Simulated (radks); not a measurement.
Task: The cerium ion Ce4+, [Xe]. All-electron calculation, non-relativistic Kohn-Sham, LDA (Slater exchange, Perdew-Wang correlation), spin-polarised, spherical densities, point nucleus. Program: a radial shooting solver on a logarithmic mesh with Libxc functionals. Every spin shell is full or empty, so the densities are truly spherical. Functionals are evaluated on that one density, not self-consistently. Rank these exchange functionals by their error against the exact value of the orbitals, and give that value: LDA, PBE, PBEsol, revPBE, PW91, PW86, OPTX, AM05, B86b, G96, APBE, TPSS, revTPSS, MS2.

Result: Exact: -198.490 hartree. From best to worst, with 100 (|E| - |E exact|)/|E exact| (equal figures are ties): PW91 0.00, B86b -0.01, PW86 -0.25, APBE +0.29, revPBE -0.29, TPSS -0.33, G96 +0.38, PBE -0.41, MS2 -0.62, revTPSS -0.93, OPTX +1.38, PBEsol -2.15, AM05 -4.29, LDA -4.59.
